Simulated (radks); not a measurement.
Initial-state core-level shifts of the gold ion Au3+ when its valence configuration changes from [Xe] 4f14 5d8. Method: scalar-relativistic Kohn-Sham, r2SCAN, spin-polarised, spherical densities, finite nucleus; open shells are filled with parallel spins first (spin-orbit coupling, left out, can overturn this in heavy ions); meta-GGA in the generalised Kohn-Sham scheme; Fermi nuclear charge, rms radius 5.4371 fm; computed with a radial shooting solver on a logarithmic mesh with Libxc functionals. Shifts are changes of the shell-averaged eigenvalues in eV (positive: less bound); the change of the density at the nucleus, which sets a Mossbauer isomer shift, is in e/bohr^3, on a base of 2.301e+06.

valence,2s,2p,3d,4d,density at nucleus
4f14 5d6 6s2,-9.296,-9.303,-9.174,-9.001,+558.8
4f13 5d8 6p1,-20.539,-20.368,-22.231,-18.760,+164.2
4f13.5 5d8 6p0.5,-10.171,-10.087,-11.007,-9.325,+81.0
4f13 5d8 6s0.5 6p0.5,-19.745,-19.576,-21.432,-17.960,+294.9
4f13 5d9,-14.218,-14.046,-15.956,-12.581,+143.1
4f13 5d7.5 6s0.5 6p1,-22.902,-22.734,-24.562,-21.033,+309.2
4f13.5 5d8 6s0.5,-9.366,-9.282,-10.196,-8.513,+208.7
4f13 5d8 6s1,-18.946,-18.777,-20.626,-17.153,+428.7
4f13.5 5d7 6s0.5 6p1,-15.590,-15.509,-16.371,-14.590,+235.7
